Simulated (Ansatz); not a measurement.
Basis sets compared for Ge21H28, a nanocrystal cut from hexagonal germanium. The state is a singlet with charge 0. Geometry r2SCAN-D4/def2-SVP. Ansatz on 11 threads of AMD EPYC 7R13 on a shared host and a whole NVIDIA H100 80GB HBM3; times are rough, and most runs start from earlier orbitals.

Cartesian coordinates in Å:
```
Ge 2.781 0.912 3.823
Ge 2.687 1.685 1.514
Ge 3.322 -2.314 -0.727
Ge 3.273 -1.519 -3.031
Ge 1.298 -2.587 2.717
Ge 1.024 -0.713 4.238
Ge 1.224 -1.817 0.399
Ge 0.863 0.597 0.329
Ge 1.122 -0.490 -3.498
Ge 0.786 1.391 -1.990
Ge -1.130 0.317 3.792
Ge -1.226 1.118 1.484
Ge -1.549 3.528 1.436
Ge -1.353 2.478 -2.400
Ge -1.613 4.340 -0.862
Ge -0.607 -2.885 -0.802
Ge -0.674 -2.088 -3.118
Ge -2.685 -2.369 0.349
Ge -3.044 0.035 0.276
Ge -2.810 -1.021 -3.580
Ge -3.113 0.835 -2.038
H 4.154 0.271 4.104
H 2.614 2.107 4.781
H 4.016 1.377 0.796
H 2.480 3.213 1.474
H 4.482 -1.645 0.038
H 3.564 -3.836 -0.701
H 4.399 -0.491 -3.256
H 3.509 -2.699 -3.993
H 2.651 -3.284 2.973
H 0.185 -3.628 2.957
H 1.088 -1.202 5.703
H 1.062 0.006 -4.961
H 1.929 2.417 -2.184
H -1.356 1.508 4.747
H -2.262 -0.700 4.039
H -0.402 4.211 2.206
H -2.867 3.878 2.155
H -1.409 2.970 -3.865
H -0.482 5.362 -1.089
H -2.955 5.054 -1.124
H -0.381 -4.415 -0.808
H -0.483 -3.300 -4.059
H -2.579 -2.824 1.820
H -3.869 -3.119 -0.296
H -4.384 0.382 0.965
H -2.837 -0.507 -5.034
H -3.958 -2.039 -3.414
H -4.486 1.499 -2.286
```

Single mean-field runs in def2-SVP, def2-TZVP are fitted with def2-universal-jkfit.

Binding counts from free atoms (Ge triplet, H doublet) in the same basis, without a counterpoise term.

```tsv
level	functions	energy (Eh)	HOMO (eV)	LUMO (eV)	binding per atom (eV)	wall time
PBE-D4/def2-SVP	812	-43622.3939	-5.79	-2.02	2.93	8.5 s
PBE0-D4/def2-SVP	812	-43623.5838	-6.71	-1.36	2.93	13 s
```

Estimate the rows for PBE-D4/def2-TZVP, PBE0-D4/def2-TZVP (with forces).


| level | functions | energy (Eh) | HOMO (eV) | LUMO (eV) | binding per atom (eV) | wall time |
| --- | --- | --- | --- | --- | --- | --- |
| PBE-D4/def2-TZVP | 1176 | -43627.8969 | -5.83 | -2.11 | 2.93 | 10 s |
| PBE0-D4/def2-TZVP (with forces) | 1176 | -43629.0657 | -6.70 | -1.43 | 2.93 | 22 s |
